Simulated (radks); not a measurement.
Q: These are the eigenvalues of the occupied orbitals of an atom or ion with whole-number occupations (eV). Calculated with a radial shooting solver on a logarithmic mesh with Libxc functionals: scalar-relativistic Kohn-Sham, r2SCAN, spin-polarised, spherical densities, finite nucleus; meta-GGA in the generalised Kohn-Sham scheme; Fermi nuclear charge, rms radius of each element as measured or else 0.836 A^(1/3) + 0.57 fm.

| orbital | eigenvalue |
|---|---|
| 1s down | -76216.23 |
| 1s up | -76216.22 |
| 2s up | -13374.98 |
| 2s down | -13374.69 |
| 2p up | -11620.67 |
| 2p down | -11620.45 |
| 3s up | -3152.304 |
| 3s down | -3152.273 |
| 3p up | -2636.989 |
| 3p down | -2636.934 |
| 3d up | -2068.329 |
| 3d down | -2068.159 |
| 4s up | -692.5371 |
| 4s down | -692.3054 |
| 4p up | -522.7694 |
| 4p down | -522.5695 |
| 4d up | -313.1109 |
| 4d down | -312.8707 |
| 5s up | -118.3970 |
| 5s down | -116.6621 |
| 4f up | -80.5831 |
| 4f down | -80.1973 |
| 5p up | -74.8446 |
| 5p down | -72.5996 |
| 5d up | -25.5926 |
| 5d down | -22.9648 |

Which element is it, and in what charge state? The configuration may be excited. Open shells, if any, are filled with parallel spins first.

A: Z = 77, iridium, charge +2: Ir2+ in [Xe] 4f14 5d7. The list shows which subshells hold electrons but not how many an open one holds; the 1s level, -2800.9 hartree, gives Z - s = 74.8 by -(Z - s)^2/2, which with screening and relativity narrows Z to a few neighbours, and the depths of the outer levels then fix element, charge and occupations together.
